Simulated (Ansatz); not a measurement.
Geometry optimisation, RKS PBE0-D4/def2-SVP (Ansatz 0.2.0).

Input:

```yaml
crystal:
  periodic: [false, false, false]
  atoms:
    - { symbol: C, position_ang: [-1.8529, -0.0303, -0.5458] }
    - { symbol: Sn, position_ang: [-0.306, -1.2198, 0.1626] }
    - { symbol: "N", position_ang: [1.1105, -0.0241, 1.0234] }
    - { symbol: C, position_ang: [2.20482, -0.82834, 1.65884] }
    - { symbol: F, position_ang: [3.12735, -0.06294, 2.2019] }
    - { symbol: H, position_ang: [-2.6987, -0.6119, -0.9862] }
    - { symbol: H, position_ang: [-2.2881, 0.6124, 0.2859] }
    - { symbol: H, position_ang: [-1.4779, 0.7152, -1.3485] }
    - { symbol: H, position_ang: [0.4047, -2.0839, -1.1317] }
    - { symbol: H, position_ang: [-0.9243, -2.3386, 1.3755] }
    - { symbol: H, position_ang: [1.52333, 0.60177, 0.27517] }
    - { symbol: H, position_ang: [1.77293, -1.51484, 2.36479] }
    - { symbol: H, position_ang: [2.67609, -1.4581, 0.73084] }
basis:
  gaussian: { orbitals: def2-SVP }
hamiltonian:
  xc: pbe0
  dispersion: d4
relax:
  f_tol: 0.015
  max_steps: 40
```

Command:

```bash
$ ansatz run input.yaml --threads 2 --pin off --max-ram 3072MiB --backend cpu --events-out ev --progress --plain --runs-dir out
```

Q: Where does it end, and by what steps?

A: It converged. After 27 steps the energy has fallen by 0.876 eV; F5 moved furthest, 2.03 Å.

```tsv
step	energy less start (eV)	largest force component (eV/Å)	accepted
0	0.0000	5.077	yes
1	-0.4355	1.490	yes
2	-0.5650	0.791	yes
3	-0.6029	0.516	yes
4	-0.5758	1.232	no
5	-0.6367	0.120	yes
6	-0.6519	0.093	yes
7	-0.6700	0.251	yes
8	-0.6773	0.637	yes
9	-0.7145	0.290	yes
10	-0.7469	0.178	yes
11	-0.7729	0.434	yes
12	-0.7854	0.613	yes
13	-0.8096	0.240	yes
14	-0.8172	0.148	yes
15	-0.8254	0.153	yes
16	-0.8361	0.050	yes
17	-0.8432	0.283	yes
18	-0.8520	0.182	yes
19	-0.8552	0.269	yes
20	-0.8665	0.149	yes
21	-0.8700	0.060	yes
22	-0.8725	0.085	yes
23	-0.8742	0.088	yes
24	-0.8751	0.056	yes
25	-0.8755	0.021	yes
26	-0.8756	0.023	yes
27	-0.8756	0.013	yes
```

```xyz
13
Properties=species:S:1:pos:R:3
C -1.615 0.130 -0.119
Sn -0.308 -1.572 -0.136
N 1.644 -1.010 0.252
C 1.952 -0.565 1.543
F 1.211 0.558 1.947
H -2.665 -0.185 -0.037
H -1.344 0.751 0.746
H -1.486 0.718 -1.039
H -0.259 -2.348 -1.665
H -0.662 -2.672 1.131
H 2.058 -0.423 -0.467
H 1.732 -1.350 2.288
H 3.015 -0.276 1.623
```

Whether the end is a true minimum wasn't checked by a vibrational analysis.

The run took 2.1 min on 2 threads of Arm Neoverse V1, with other jobs on the host, peak memory 0.31 GiB.
